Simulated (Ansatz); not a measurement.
1-ethyl-3-methylimidazolium iodide (C6H11IN2). The state is a singlet with charge 0. Geometry PBE-D4/def2-SVP.

```xyz
20

C    -0.954    2.591   -0.266
C    -0.135    1.884    0.810
N    -0.157    0.425    0.666
C    -1.285   -0.382    0.725
C    -0.894   -1.651    0.383
N     0.470   -1.612    0.127
C     1.260   -2.656   -0.499
C     0.882   -0.317    0.200
H    -0.860    3.688   -0.143
H    -2.030    2.332   -0.195
H    -0.580    2.304   -1.271
H     0.928    2.188    0.745
H    -0.490    2.133    1.832
H    -2.265    0.007    1.013
H    -1.468   -2.579    0.310
H     0.700   -3.607   -0.465
H     2.224   -2.782    0.031
H     1.456   -2.345   -1.553
H     1.925    0.007    0.196
I     1.272    0.371   -2.646
```

In the def2 sets I takes a core potential; there is no spin–orbit coupling. In the singlet geometry the species has come apart into loosely held pieces.

Problem. Estimate the orbital energies around the gap (eV) in Ansatz with PBE-D4/def2-SVP, PBE-D4/def2-TZVP, r2SCAN-D4/def2-TZVP, PBE0-D4/def2-SVP, CAM-B3LYP-D4/def2-TZVP.

Solution. 
```tsv
orbital	PBE-D4/def2-SVP	PBE-D4/def2-TZVP	r2SCAN-D4/def2-TZVP	PBE0-D4/def2-SVP	CAM-B3LYP-D4/def2-TZVP
HOMO−13	-11.83	-11.89	-12.35	-13.60	-15.17
HOMO−12	-11.76	-11.84	-12.30	-13.55	-15.08
HOMO−11	-11.42	-11.48	-11.92	-13.20	-14.77
HOMO−10	-11.07	-11.13	-11.56	-12.79	-14.33
HOMO−9	-10.69	-10.78	-11.20	-12.39	-13.96
HOMO−8	-10.22	-10.28	-10.67	-11.85	-13.38
HOMO−7	-9.68	-9.76	-10.13	-11.27	-12.80
HOMO−6	-9.29	-9.40	-9.77	-10.85	-12.40
HOMO−5	-8.77	-8.88	-9.23	-10.30	-11.86
HOMO−4	-7.58	-7.65	-7.94	-8.98	-10.38
HOMO−3	-6.88	-6.96	-7.18	-8.09	-9.47
HOMO−2	-4.22	-4.45	-4.65	-5.18	-6.51
HOMO−1	-4.09	-4.33	-4.56	-5.08	-6.45
HOMO	-4.05	-4.33	-4.53	-5.06	-6.34
LUMO	-1.44	-1.62	-1.48	-0.64	0.22
LUMO+1	-0.95	-1.15	-0.96	-0.01	0.86
LUMO+2	0.54	0.11	0.83	1.39	1.67
LUMO+3	0.79	0.29	1.03	1.63	1.81
LUMO+4	1.17	0.65	1.37	2.05	2.23
LUMO+5	1.35	0.82	1.47	2.25	2.50
```
